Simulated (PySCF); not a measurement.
**Energy of Pt⁺ (platinum, charge +1) between two integer charges**

The 5d beta orbital of [Xe] 4f14 5d9 is emptied in steps (occupation f), with all orbitals relaxed, ending at [Xe] 4f14 5d8. All numbers are calculated (PySCF 2.14, a scalar-relativistic core potential, in def2-SVP with the def2 core potential (60 electrons) (6s3p2d1f, 32 functions)). The exact energy is a straight line in f; departures are measured from the line between the end points of the same method.

```json
{"f": "1", "CAM-B3LYP (eV)": "0.000"}
{"f": "0.9", "CAM-B3LYP (eV)": "-0.188"}
{"f": "0.7", "CAM-B3LYP (eV)": "-0.458"}
{"f": "0.5", "CAM-B3LYP (eV)": "-0.562"}
{"f": "0.3", "CAM-B3LYP (eV)": "-0.484"}
{"f": "0.1", "CAM-B3LYP (eV)": "-0.212"}
{"f": "0", "CAM-B3LYP (eV)": "0.000"}
```

```json
{"method": "CAM-B3LYP", "E(f=0) − E(f=1) (eV)": "18.942", "−ε at f=1 (eV)": "16.919", "−ε at f=0.5 (eV)": "18.867"}
```

Orbital energy along the path (eV):

```tsv
f	CAM-B3LYP
1	-16.919
0.9	-17.220
0.7	-17.990
0.5	-18.867
0.3	-19.808
0.1	-20.804
0	-21.326
```

Reference removal energy between the ground levels: 18.56 ± 0.12 eV (measured; NIST Atomic Spectra Database, ionization energies). The calculation has no spin-orbit coupling. The determinant left behind need not be the lowest term of the ion.
